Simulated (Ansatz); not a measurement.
BrH3OSiZn (`[ZnH][O][SiH2]Br`), relaxed with RKS PBE-D4/def2-SVP in Ansatz 0.2.0 from a rough embedded geometry. The force threshold is 0.03 eV/Å; the program also tests the step.

The species carries charge 0 and has multiplicity 1.

Start:

```xyz
7

Zn    0.605   -0.110   -1.653
O     0.966   -1.494    0.140
Si   -0.053   -0.289    0.795
Br    0.862    1.726    0.711
H    -0.694    1.074   -2.351
H    -1.364   -0.290    0.095
H    -0.322   -0.618    2.263
```

```tsv
step	energy (eV)	largest force (eV/Å)	largest move (Å)
1	-128396.2065	2.976	0.000
2	-128397.2520	1.871	0.195
3	-128397.7396	0.994	0.198
4	-128397.9430	0.715	0.194
5	-128398.1147	0.282	0.192
6	-128398.2472	0.254	0.194
7	-128398.3537	0.157	0.200
8	-128398.4344	0.179	0.200
9	-128398.4897	0.146	0.200
10	-128398.5266	0.091	0.200
11	-128398.5365	0.237	0.195
12	-128398.5406	0.474	0.059
13	-128398.5537	0.193	0.089
14	-128398.5549	0.060	0.029
15	-128398.5551	0.004	0.016
```

End:

```xyz
7

Zn    0.415    0.001   -1.839
O    -0.162   -1.019   -0.440
Si   -0.319   -0.325    1.037
Br    0.337    1.859    0.762
H     0.869    0.648   -3.134
H    -1.733   -0.265    1.535
H     0.594   -0.899    2.080
```

Run time 21 s (4 threads of an Arm Neoverse V1 on a shared host); peak host memory 0.18 GiB.
